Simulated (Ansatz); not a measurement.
**Strength of the Se–Si bond: C3H8SeSi → SiH2(CH3) + C2H3Se**

Species: C3H8SeSi `C=C[Se][SiH2]C`, singlet; SiH2(CH3), doublet; C2H3Se `C=C[Se]`, doublet. 

Shapes, held fixed at every level: PBE0-D4/def2-TZVP. Flexible molecules stand in one conformer, not always the lowest. Programs: Ansatz 0.2.0. Electronic energies: no zero-point or thermal term.

| level | kind | ΔE (kJ/mol) |
| --- | --- | --- |
| HF/def2-TZVPP | Hartree–Fock | +200.7 |
| PBE-D4/def2-TZVPP | GGA | +314.5 |
| r2SCAN-D4/def2-TZVPP | meta-GGA | +306.1 |
| B3LYP-D4/def2-TZVPP | global hybrid | +305.7 |
| PBE0-D4/def2-TZVPP | global hybrid | +315.3 |
| wB97M-V/def2-TZVPP | range-separated hybrid | +323.7 |
| B2PLYP/def2-TZVPP | double hybrid | +306.4 |

B2PLYP/def2-TZVPP gives ΔE = +306.4 kJ/mol; the levels span +200.7 to +323.7. The median of the levels is +306.4. Hartree–Fock misses the correlation of the pair that is broken and comes out low. No measured value is set beside it here. Spin contamination: C2H3Se (⟨S²⟩ up to 0.94). Open shells run unrestricted unless RO is named. Relativity is left out for Se unless named. Correlated rows may include outer-core shells of Se, which these sets cover unevenly.
